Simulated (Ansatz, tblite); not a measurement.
Bond stretch in Ge(OMe)4, SMILES [Ge]([O]C)([O]C)([O]C)[O]C (C4H12GeO4). The Ge1–O18 bond (Ge1 also carries O, O, O; O18 carries C) is varied alone, starting from the PBE0/def2-SVP optimised geometry. Each curve is given relative to its own lowest point near equilibrium.

| R / Å | A | B | C | D |
|---|---|---|---|---|
| 1.43 | 111.5 | 104.0 | 111.5 | 65.2 |
| 1.55 | 36.9 | 32.1 | 36.9 | 18.3 |
| 1.66 | 7.7 | 5.5 | 7.7 | 3.0 |
| 1.72 | 1.4 | 0.6 | 1.4 | 0.4 |
| 1.75 | 0.0 | 0.0 | 0.0 | 0.0 |
| 1.83 | 0.7 | 2.6 | 0.7 | 1.2 |
| 1.89 | 4.1 | 7.6 | 4.1 | 3.7 |
| 1.98 | 12.4 | 18.2 | 12.4 | 9.1 |
| 2.13 | 30.4 | 40.0 | 30.4 | 20.8 |
| 2.31 | 53.5 | 67.4 | 53.5 | 37.1 |
| 2.53 | 79.1 | 98.2 | 79.1 | 58.0 |
| 2.87 | 110.1 | 128.3 | 110.2 | 86.9 |
| 3.25 | 129.3 | 141.8 | 134.2 | 110.8 |
| 3.68 | 139.4 | 147.9 | 151.9 | 127.9 |
| 4.33 | 145.9 | 150.9 | 166.8 | 140.4 |
| 5.04 | 148.3 | 151.9 | 173.9 | 144.9 |

Energies in mEh.

**Question.** Assign the columns to these levels of theory: tblite with GFN2-xTB, 300 K electronic temperature; restricted PBE/def2-SVP in Ansatz (an electronic-structure program); unrestricted PBE/def2-SVP (Ansatz); unrestricted PBE0/def2-SVP (Ansatz).

**Answer.** A is UKS-PBE; B is UKS-PBE0; C is RKS-PBE; D is GFN2-xTB.

The unrestricted determinant behind UKS-PBE, UKS-PBE0 is spin-contaminated at 2.87 to 5.04 Å (<S²> up to 1.0, against 0.00 for a pure singlet). The restricted form behind RKS-PBE keeps the bonding electrons paired and can't separate into open-shell fragments.
